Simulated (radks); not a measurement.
The numbers below are computed, except where a source is named.
Ionisation of K, [Ar] 4s1, to K+, [Ar], under several functionals. Dirac Kohn-Sham, spin-unpolarised, spherical densities, finite nucleus; a radial shooting solver on a logarithmic mesh with Libxc functionals.

functional                                        E(K) (hartree)  Exc (hartree)  IE (eV)  -e(HOMO) (eV)  <r> HOMO (bohr)  IE error (eV)
BP86                                                  -602.36230      -33.64451    4.335          2.441            4.965         -0.005
HCTH/407                                              -602.42095      -33.74674    4.591          2.371            5.106         +0.250
revPBE                                                -602.20666      -33.48823    4.262          2.275            5.086         -0.079
LDA (Slater exchange, Perdew-Zunger correlation)      -600.55864      -31.79048    4.407          2.430            4.899         +0.066
AM05                                                  -600.70485      -31.94291    4.196          2.264            5.041         -0.145
Wu-Cohen GGA                                          -601.77496      -33.04498    4.173          2.268            5.069         -0.168
LDA (Slater exchange, VWN5 correlation)               -600.56773      -31.80024    4.402          2.426            4.903         +0.062
RPBE                                                  -602.25128      -33.53410    4.338          2.277            5.096         -0.003

NIST Atomic Spectra Database: 4.341 eV (measured). Closest: RPBE. The Delta-SCF values span 0.42 eV, the total energies 1.86 hartree. The highest occupied level is 4s1/2. Spin polarisation and multiplet splitting are left out, so open shells lie too high by an amount that depends on their filling.

Beside tabulated values, note that spin-unpolarised runs miss the spin-polarisation part of the exchange energy of open shells.
